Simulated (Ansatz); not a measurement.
Two members of one family (Series Sivinyl3X), computed with Ansatz in the gas phase. The two geometries come from different levels. Binding counts from free atoms in the multiplicity of their measured ground term, without zero-point energy. A dash marks a value that wasn't run or was left out as unsound. The structures are stationary points that may keep the symmetry of their start. Remarks come from the PBE and PBE0 runs and from stability tests at other levels; not every state was tested. HOMO above LUMO (over both spins in singlets and doublets, within one spin in higher multiplets; at PBE or PBE0), or a gap under 0.15 eV within one spin, warns that the state may not be the lowest or that an electron is smeared out.

First: Si(vinyl)3Br (singlet, charge 0, r2SCAN-D4/def2-SVP geometry).

```xyz
17

Si    0.0012   -0.0535    0.0643
C     1.7601    0.3302   -0.4338
C     2.8712   -0.1675    0.1280
H     1.8787    1.0347   -1.2731
H     2.8237   -0.8736    0.9659
H     3.8726    0.1081   -0.2253
C    -0.9113   -0.8204   -1.3746
C    -1.4684   -2.0397   -1.4022
H    -0.9904   -0.1972   -2.2802
H    -1.4269   -2.7102   -0.5354
H    -1.9894   -2.4182   -2.2899
C    -0.8633    1.5163    0.5962
C    -1.3954    1.7604    1.8025
H    -0.9346    2.3069   -0.1670
H    -1.3592    1.0153    2.6066
H    -1.8890    2.7110    2.0355
Br    0.0202   -1.5026    1.7824
```

```tsv
level	HOMO (eV)	LUMO (eV)	gap (eV)	vertical IE (eV)	vertical triplet (eV)	binding per atom (eV)
PBE-D4/def2-SVP	-6.57	-1.62	4.95	–	–	4.41
PBE-D4/def2-TZVP	-6.67	-1.82	4.85	9.03	4.12	4.38
B97M-V/def2-TZVP	-6.84	-1.57	5.27	–	–	4.28
PBE0-D4/def2-SVP	-7.71	-0.66	7.05	–	–	4.34
PBE0-D4/def2-TZVP	-7.75	-0.84	6.91	9.37	4.00	4.31
```

Remarks: gap within one spin near zero at PBE or PBE0 (+1 doublet).

Second: Si(vinyl)3(NMe2) (singlet, charge 0, PBE-D4/def2-SVP geometry).

```xyz
25

Si    0.2151   -0.0417    0.3751
C     1.5269    1.3096    0.3162
C     2.2030    1.6368   -0.8036
H     1.7995    1.8219    1.2596
H     1.9779    1.1450   -1.7673
H     3.0045    2.3969   -0.8135
C    -1.1702    0.4903    1.5370
C    -1.3446    1.7487    1.9941
H    -1.9376   -0.2623    1.8043
H    -0.6266    2.5553    1.7594
H    -2.2067    2.0390    2.6209
C     0.9839   -1.6389    1.0027
C     0.7098   -2.1890    2.2035
H     1.7528   -2.1245    0.3721
H    -0.0331   -1.7432    2.8889
H     1.2147   -3.1016    2.5653
N    -0.3601   -0.3260   -1.2650
C    -0.7298   -1.6393   -1.7529
C    -0.9919    0.7594   -1.9951
H    -1.8345   -1.8210   -1.7221
H    -0.2482   -2.4343   -1.1508
H    -0.4125   -1.7763   -2.8145
H    -0.6770    1.7410   -1.5896
H    -0.7062    0.7359   -3.0738
H    -2.1090    0.7185   -1.9510
```

Problem. Estimate how these quantities change from the first to the second (second minus first).

Solution. 
```json
{"level": "PBE-D4/def2-SVP", "Δ HOMO (eV)": "1.87", "Δ LUMO (eV)": "0.04", "Δ gap (eV)": "-1.82", "Δ vertical IE (eV)": "–", "Δ vertical triplet (eV)": "–", "Δ binding per atom (eV)": "-0.05"}
{"level": "PBE-D4/def2-TZVP", "Δ HOMO (eV)": "1.81", "Δ LUMO (eV)": "0.06", "Δ gap (eV)": "-1.75", "Δ vertical IE (eV)": "-1.38", "Δ vertical triplet (eV)": "-0.31", "Δ binding per atom (eV)": "-0.05"}
{"level": "B97M-V/def2-TZVP", "Δ HOMO (eV)": "1.62", "Δ LUMO (eV)": "0.03", "Δ gap (eV)": "-1.59", "Δ vertical IE (eV)": "–", "Δ vertical triplet (eV)": "–", "Δ binding per atom (eV)": "-0.05"}
{"level": "PBE0-D4/def2-SVP", "Δ HOMO (eV)": "1.69", "Δ LUMO (eV)": "0.04", "Δ gap (eV)": "-1.65", "Δ vertical IE (eV)": "–", "Δ vertical triplet (eV)": "–", "Δ binding per atom (eV)": "-0.05"}
{"level": "PBE0-D4/def2-TZVP", "Δ HOMO (eV)": "1.63", "Δ LUMO (eV)": "0.06", "Δ gap (eV)": "-1.57", "Δ vertical IE (eV)": "-1.57", "Δ vertical triplet (eV)": "-0.06", "Δ binding per atom (eV)": "-0.05"}
```

Remarks: gap within one spin near zero at PBE or PBE0 (+1 doublet).
